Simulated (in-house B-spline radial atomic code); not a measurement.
## RPA and G0W0 on wB97X: Ar3+

Configuration [Ne] 3s2 3p3, highest spin, mean-field start wB97X. Computed with a B-spline radial code for spherical atoms: all electrons, non-relativistic, point nucleus, each spin shell either full or empty, empty states to l = 9 with an (l + 1/2)⁻⁴ tail; G0W0 by contour deformation at full frequency.

Command:
```bash
python run_gw.py task.json out
```
Settings (radii: box in bohr, nucleus in fm):
```
Z                        18
electrons                15
configuration            [Ne] 3s2 3p3
hamiltonian              nr
method                   wb97x
lmax                     9
spin_polarised           True
box_radius               14.14
intervals                49
```

Cost of the run: 2.4 s on 1 thread of Arm Neoverse N1 (shared host).

Energies (hartree):

| term | value |
| --- | --- |
| mean-field total | -524.46222 |
| Hartree-Fock functional on these orbitals | -523.85962 |
| direct second order | -0.96568 |
| second-order exchange | 0.35102 |
| SOSEX correction | 0.32348 |

(1) What is the RPA correlation energy, and what remains with SOSEX?

Quasi-particle levels (eV):

| level | occupied | mean field | Σx - vxc | Σc | QP weight | G0W0 |
| --- | --- | --- | --- | --- | --- | --- |
| 3p up | yes | -56.19 | -2.89 | ? | ? | ? |
| 3s down | yes | -66.86 | -0.33 | -2.38 | 0.957 | -69.57 |
| 2p down | yes | -285.92 | -20.56 | 6.86 | 0.896 | -299.62 |
| 3p down | no | -42.83 | 4.78 | -2.74 | 0.956 | -40.80 |

G0W0 = mean field + (Σx - vxc) + Σc, with Σc (partial-wave tail included) taken at the quasi-particle energy. Only the outer levels were computed. Levels of low weight are left out.

(2) Where does G0W0 put 3p up?

## Answers

(1) RPA gives -0.86405 hartree (-1.57 eV per electron); RPA + SOSEX gives -0.54057, and the second-order doubles -0.61466 hartree (no singles). SOSEX takes back 37 % of the RPA value.

(2) At -59.39 eV, with Σc = -0.32 eV and a quasi-particle weight of 0.955. The tabulated removal energy is 59.58 ± 0.18 eV (NIST, semi-empirical); the calculation leaves out relativity, Breit and QED terms, and what these don't explain is the method's own error.
